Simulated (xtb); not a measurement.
xtb input (GFN1-xTB):

```bash
xtb mol.xyz --gfn 1 --sp --chrg 0 --uhf 0
```
mol.xyz:
```
4

Mo     0.11495392    -0.09339998    -0.13010631
O     -1.31108227    -1.00450936     0.08548339
O     -0.25540295     1.45359777    -0.74639535
O      0.96297716     0.04126146     1.34397011
```

End of the output:

```
         :::::::::::::::::::::::::::::::::::::::::::::::::::::
         ::                     SUMMARY                     ::
         :::::::::::::::::::::::::::::::::::::::::::::::::::::
         :: total energy             -16.215404895522 Eh    ::
         :: gradient norm              0.090262231340 Eh/a0 ::
         :: HOMO-LUMO gap              2.769839244924 eV    ::
         ::.................................................::
         :: SCC energy               -16.284730698781 Eh    ::
         :: -> electrostatic           0.300411452873 Eh    ::
         :: repulsion energy           0.070344349413 Eh    ::
         :: dispersion energy         -0.001018546154 Eh    ::
         :: halogen bond corr.         0.000000000000 Eh    ::
         :: add. restraining           0.000000000000 Eh    ::
         :: total charge              -0.000000000000 e     ::
         :::::::::::::::::::::::::::::::::::::::::::::::::::::

           -------------------------------------------------
          |                Property Printout                |
           -------------------------------------------------

    * Orbital Energies and Occupations

         #    Occupation            Energy/Eh            Energy/eV
      -------------------------------------------------------------
         1        2.0000           -0.7685214             -20.9125
         2        2.0000           -0.7461963             -20.3050
         3        2.0000           -0.7461963             -20.3050
         4        2.0000           -0.5576714             -15.1750
         5        2.0000           -0.5490267             -14.9398
         6        2.0000           -0.5490267             -14.9398
         7        2.0000           -0.5383828             -14.6501
         8        2.0000           -0.5284198             -14.3790
         9        2.0000           -0.5284198             -14.3790
        10        2.0000           -0.5061608             -13.7733
        11        2.0000           -0.5061608             -13.7733
        12        2.0000           -0.4949042             -13.4670 (HOMO)
        13                         -0.3931145             -10.6972 (LUMO)
        14                         -0.3123814              -8.5003
        15                         -0.3123814              -8.5003
        16                         -0.2119161              -5.7665
        17                         -0.2119161              -5.7665
        18                         -0.1490601              -4.0561
Note: The following floating-point exceptions are signalling: IEEE_DENORMAL
normal termination of xtb
        19                          0.2323648               6.3230
        20                          0.2336888               6.3590
        21                          0.2336888               6.3590
      -------------------------------------------------------------
                  HL-Gap            0.1017897 Eh            2.7698 eV
             Fermi-level           -0.4440094 Eh          -12.0821 eV

  Mulliken/CM5 charges         n(s)   n(p)   n(d)
     1Mo    1.98970  2.62754   0.636  1.059  2.315
     2O    -0.66323 -0.87585   1.695  4.969  0.000
     3O    -0.66323 -0.87585   1.695  4.969  0.000
     4O    -0.66323 -0.87585   1.695  4.969  0.000

Wiberg/Mayer (AO) data.
largest (>0.10) Wiberg bond orders for each atom

 ---------------------------------------------------------------------------
     #   Z sym  total        # sym  WBO       # sym  WBO       # sym  WBO
 ---------------------------------------------------------------------------
     1  42 Mo   5.964 --     2 O    1.988     3 O    1.988     4 O    1.988
     2   8 O    2.174 --     1 Mo   1.988
     3   8 O    2.174 --     1 Mo   1.988
     4   8 O    2.174 --     1 Mo   1.988
 ---------------------------------------------------------------------------

Topologies differ in total number of bonds
Writing topology from bond orders to xtbtopo.mol

 dipole moment from electron density (au)
     X       Y       Z
   2.0633  -1.6765  -2.3353  total (Debye):    8.994

           -------------------------------------------------
          | TOTAL ENERGY              -16.215404895522 Eh   |
          | GRADIENT NORM               0.090262231340 Eh/α |
          | HOMO-LUMO GAP               2.769839244924 eV   |
           -------------------------------------------------

------------------------------------------------------------------------
------------------------------------------------------------------------
 total:
 SCF:
```
